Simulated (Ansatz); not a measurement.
A nudged elastic band was laid between two geometries of BF2HO + FH (7 atoms, charge 0, multiplicity 1).

These are results of RKS PBE-D4/def2-SVP in Ansatz 0.2.0, not measurements.

```json
{
  "movable images": "7",
  "climbing image": "yes",
  "spring": "5.0 eV/Å²",
  "optimiser": "quadratic models (default)",
  "start path": "through a guess of the saddle point",
  "force threshold": "0.05 eV/Å",
  "iteration limit": "60",
  "end points": "relaxed"
}
```

Image 0:

```xyz
7
Properties=species:S:1:pos:R:3
B -0.053 -0.249 0.097
O -0.031 -0.282 1.473
H -0.931 -0.398 1.832
F 1.096 -0.190 -0.556
F -1.198 -0.361 -0.578
F 0.076 2.250 0.819
H 0.255 1.551 1.430
```

Image 8:

```xyz
7
Properties=species:S:1:pos:R:3
B 0.011 0.399 -0.089
O 0.047 0.009 1.670
H -0.841 -0.372 1.832
F 1.120 -0.204 -0.559
F -1.188 -0.163 -0.416
F 0.032 1.762 -0.014
H 0.033 0.892 2.095
```

(1) What changes between the two ends?

(2) Give the energies along the band, and the barrier.

(3) What is the geometry of the highest image?

(4) What are the harmonic wavenumbers there?

Results:

(1) Bonds broken: F6–H7. Bonds formed: B1–F6, O2–H7. BF2HO + FH becomes BF3H2O.

(2) The run converged. The highest image is number 4 of 0 to 8, 0.33 eV above the first end and 0.83 eV above the last; the last end lies 0.49 eV below the first. A vibrational analysis at the climbing image gives one clearly imaginary mode, 744i cm⁻¹: a first-order saddle point. The orbitals stay closed-shell, which can raise the energy where a bond breaks towards radicals; this wasn't checked here.

| image | path coordinate (Å) | energy (eV) | F6–H7 (Å) | B1–F6 (Å) | O2–H7 (Å) |
| --- | --- | --- | --- | --- | --- |
| 0 | 0.00 | 0.00 | 0.95 | 2.60 | 1.86 |
| 1 | 0.25 | 0.01 | 0.95 | 2.40 | 1.85 |
| 2 | 0.49 | 0.07 | 0.96 | 2.16 | 1.73 |
| 3 | 0.74 | 0.20 | 1.00 | 1.90 | 1.53 |
| 4 | 0.99 | 0.33 | 1.12 | 1.68 | 1.30 |
| 5 | 1.24 | 0.10 | 1.36 | 1.53 | 1.10 |
| 6 | 1.49 | -0.28 | 1.65 | 1.42 | 1.01 |
| 7 | 1.74 | -0.45 | 1.96 | 1.38 | 0.98 |
| 8 | 1.99 | -0.49 | 2.28 | 1.36 | 0.98 |

(3) 
```xyz
7
Properties=species:S:1:pos:R:3:forces:R:3
B 0.003 0.135 0.118 -0.01 0.00 -0.02
O 0.013 -0.084 1.603 0.00 0.00 -0.02
H -0.858 -0.418 1.892 -0.01 0.00 0.03
F 1.135 -0.186 -0.516 0.03 0.00 0.00
F -1.179 -0.113 -0.480 -0.01 0.00 0.01
F 0.071 1.779 0.468 0.00 0.00 0.00
H 0.028 1.208 1.434 0.00 0.00 0.01
```

(4) 744i, 269, 356, 384, 441, 481, 635, 767, 916, 1020, 1183, 1272, 1417, 1986, 3719 cm⁻¹.

Run time: 26 s on 2 threads of AMD EPYC 9R45 96-Core Processor (Zen 5) (shared host), peak memory 0.16 GiB.
